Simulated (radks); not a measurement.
Nd I, configuration [Xe] 4f4 6s1 7f1 (not the ground configuration). Calculated with a radial shooting solver on a logarithmic mesh with Libxc functionals: Dirac Kohn-Sham, BLYP, spin-unpolarised, spherical densities, finite nucleus; open shells are shared between the two j in proportion to 2j + 1; Fermi nuclear charge, rms radius 4.9123 fm. Some entries of the table are withheld. Estimate them.

| orbital | occ. | eigenvalue (hartree) | <r^2> (bohr^2) |
|---|---|---|---|
| 1s1/2 | 2 | -1593.739 | 0.0007599 |
| 2s1/2 | 2 | -257.8203 | 0.01197 |
| 2p1/2 | 2 | -243.9534 | 0.008749 |
| 2p3/2 | 4 | -224.8338 | 0.01000 |
| 3s1/2 | 2 | -56.06529 | 0.08097 |
| 3p1/2 | 2 | -50.13893 | 0.07598 |
| 3p3/2 | 4 | -46.32294 | 0.08334 |
| 3d3/2 | 4 | (1) | 0.06760 |
| 3d5/2 | 6 | (2) | 0.06967 |
| 4s1/2 | 2 | -11.28622 | 0.4164 |
| 4p1/2 | 2 | -9.04986 | 0.4428 |
| 4p3/2 | 4 | -8.22126 | 0.4837 |
| 4d3/2 | 4 | -4.54503 | 0.5714 |
| 4d5/2 | 6 | -4.39871 | 0.5880 |
| 5s1/2 | 2 | (3) | 2.441 |
| 5p1/2 | 2 | -1.06925 | 3.149 |
| 5p3/2 | 4 | -0.95748 | 3.509 |
| 6s1/2 | 1 | -0.27160 | 18.10 |
| 4f5/2 | 1.71429 | -0.25168 | 1.686 |
| 4f7/2 | 2.28571 | -0.23680 | 1.761 |
| 7f5/2 | 0.428571 | -0.01133 | 1931 |
| 7f7/2 | 0.571429 | -0.01132 | 1924 |

Answer. 
(1) 3d3/2 eigenvalue (hartree): -35.99214
(2) 3d5/2 eigenvalue (hartree): -35.16711
(3) 5s1/2 eigenvalue (hartree): -1.66559
